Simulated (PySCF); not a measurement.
Cards and structures have been mixed up. Pair them.

Structures:
1. `N#CCCP`
2. `C/C=C\[P@H](=S)CP`
3. `[H]/N=C\C=C(\F)CC`
4. `C#C/C=C(/O[SiH3])C(F)F`

Card P (geometry GFN2-xTB):
* Rotational constants A, B, C: 2.374, 0.877, 0.728 GHz
* Static isotropic polarisability (CAM-B3LYP/def2-SVPD): 94.1 au
* HOMO energy (CAM-B3LYP/def2-SVPD): -8.19 eV
* Strongest line among the 8 lowest singlet transitions (TDDFT CAM-B3LYP/def2-SVPD): S1 at 5.29 eV (234 nm, f = 0.463)
* Lowest singlet excitation (TDDFT CAM-B3LYP/def2-SVPD): 5.29 eV (234 nm, f = 0.463)

Card Q (geometry GFN2-xTB):
* Rotational constants A, B, C: 2.233, 0.891, 0.726 GHz
* Static isotropic polarisability (CAM-B3LYP/def2-SVPD): 120.2 au
* 13C chemical shifts (computed TMS as zero) by class (GIAO PBE0/pcSseg-1): 157.2 (1 C), 129.6 (1 C), 22.4 (1 C), 20.1 (1 C) ppm
* Strongest line among the 8 lowest singlet transitions (TDDFT CAM-B3LYP/def2-SVPD): S7 at 6.49 eV (191 nm, f = 0.046)
* Lowest triplet excitation (Tamm–Dancoff) (TDA CAM-B3LYP/def2-SVPD): 4.07 eV
* Dipole moment (CAM-B3LYP/def2-SVPD): 4.22 D

Card R (geometry GFN2-xTB):
- Rotational constants A, B, C: 4.182, 1.579, 1.235 GHz
- Static isotropic polarisability (CAM-B3LYP/def2-SVPD): 72.8 au
- Strongest line among the 8 lowest singlet transitions (TDDFT CAM-B3LYP/def2-SVPD): S2 at 6.04 eV (205 nm, f = 0.603)
- Dipole moment (CAM-B3LYP/def2-SVPD): 2.20 D
- Lowest triplet excitation (Tamm–Dancoff) (TDA CAM-B3LYP/def2-SVPD): 3.49 eV
- 13C chemical shifts (computed TMS as zero) by class (GIAO PBE0/pcSseg-1): 185.2 (1 C), 166.1 (1 C), 115.4 (1 C), 27.9 (1 C), 16.4 (1 C) ppm

Card S (geometry GFN2-xTB):
* Rotational constants A, B, C: 22.530, 1.485, 1.434 GHz
* Static isotropic polarisability (CAM-B3LYP/def2-SVPD): 65.4 au
* Core binding energies (ΔSCF SCAN, pcX-2 on the ionised atom, pcseg-1 elsewhere, spin-free X2C, 2p3/2 from a spin–orbit splitting computed afterwards within the 2p shell): P2p3/2 137.0, C1s 291.4, C1s 292.2, C1s 292.5, N1s 405.0, P1s 2150.5 eV
* Isotropic shieldings of nuclei other than C and H, by class (GIAO PBE0/pcSseg-1): -30 (1 N), 475 (1 P) ppm
* Lowest singlet excitation (TDDFT CAM-B3LYP/def2-SVPD): 6.55 eV (189 nm, f = 0.056)

Species are written as SMILES; each is one conformer at its optimised geometry, gas phase, non-relativistic unless stated. Electronic properties by PySCF. NMR classes are plain means over equivalent atoms (diastereotopic ones count apart unless rotation or inversion swaps them), as if these changed places fast.

Which card belongs to which structure?

P = 4, Q = 2, R = 3, S = 1. What ties each card to its structure:
- 1 (card S), C3H6NP, monoisotopic mass 87.0 u, 5 heavy atoms: core lines of C, N and P; an asymmetric top with C = 1.434 GHz, the highest such constant on the cards; polarisability 65.4 au for 46 electrons, the smallest shown.
- 2 (card Q), C4H10P2S, monoisotopic mass 152.0 u, 7 heavy atoms: 4 C in 4 classes; the least shielded carbon (157.2 ppm) is an alkene CH carbon; an asymmetric top with C = 0.726 GHz; polarisability 120.2 au for 80 electrons, the largest shown; dipole 4.22 D.
- 3 (card R), C5H8FN, monoisotopic mass 101.1 u, 7 heavy atoms: 5 C in 5 classes; the least shielded carbon (185.2 ppm) is a vinylic C–F carbon; an asymmetric top with C = 1.235 GHz; polarisability 72.8 au for 54 electrons; dipole 2.20 D.
- 4 (card P), C5H6F2OSi, monoisotopic mass 148.0 u, 9 heavy atoms: an asymmetric top with C = 0.728 GHz; polarisability 94.1 au for 76 electrons.
